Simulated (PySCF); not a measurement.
**Field gradients at the hydrogen positions**

C₅H₈O₂Si.
Cartesian coordinates in Å at the GFN2-xTB level; atoms count from 1:
```xyz
16
C5H8O2Si angstrom
C      4.089    0.244   -0.070
C      2.904    0.225   -0.255
C      1.480    0.210   -0.508
O      0.996    0.478   -1.577
O      0.789   -0.129    0.565
Si    -0.885   -0.251    0.643
C     -1.497   -1.584   -0.560
C     -1.678    1.433    0.274
H      5.126    0.260    0.095
H     -0.945   -0.644    2.050
H     -2.572   -1.721   -0.488
H     -1.265   -1.314   -1.588
H     -1.028   -2.544   -0.360
H     -2.758    1.393    0.373
H     -1.448    1.756   -0.738
H     -1.314    2.199    0.954
```

Level: PBE0/pcSseg-1 (PySCF, non-relativistic); Q(2H) = 0.00286 b; rigid geometry, the same for H and D, with no vibrational averaging.

Question: Rank these positions by the coupling χzz of a deuteron there, largest first.
A. H9 (alkyne hydrogen)
B. H11 (methyl hydrogen)
C. H12 (methyl hydrogen)
D. H10 (Si–H hydrogen)

Answer: A (261 kHz), B (220 kHz), C (214 kHz), D (108 kHz).

What are Vzz, η and χzz (234.96 MHz × Q × Vzz) at all hydrogens?

```csv
atom,bonded to,bond length (Å),Vzz (au),η,χzz (kHz)
H9,C1,1.051,0.3891,0.02,261
H10,Si6,1.461,0.1607,0.01,108
H11,C7,1.085,0.3268,0.00,220
H12,C7,1.088,0.3183,0.02,214
H13,C7,1.087,0.3228,0.01,217
H14,C8,1.085,0.3268,0.00,220
H15,C8,1.088,0.3182,0.02,214
H16,C8,1.087,0.3229,0.01,217
```

Average by the element that carries the hydrogen.

on C: 223 kHz over 7 positions, mean bond length 1.082 Å; on Si: 108 kHz over 1 position, mean bond length 1.461 Å.

A static deuteron (I = 1) shows a doublet split by (3/2)χ, (3/4)χ(1 + η) and (3/4)χ(1 − η) with the field along z, y and x of the gradient. What are these for H16?

With |χ| = 217.0 kHz and η = 0.009: 326, 164 and 161 kHz, to first order and without motion.

One conformer (not necessarily the lowest) at the GFN2-xTB geometry, without solvent, vibrations or thermal averaging. GFN2-xTB bond lengths can be off by several hundredths of an ångström, more for odd bonds, and the gradients follow them. With a basis this small, the couplings can be 20 % off.

The run behind these numbers computed NMR shieldings as well. The run took 39 s wall (grids of density and orbitals included) on an Arm Neoverse V1 with one thread, on a shared host, and the process peaked at 0.82 GiB of memory.
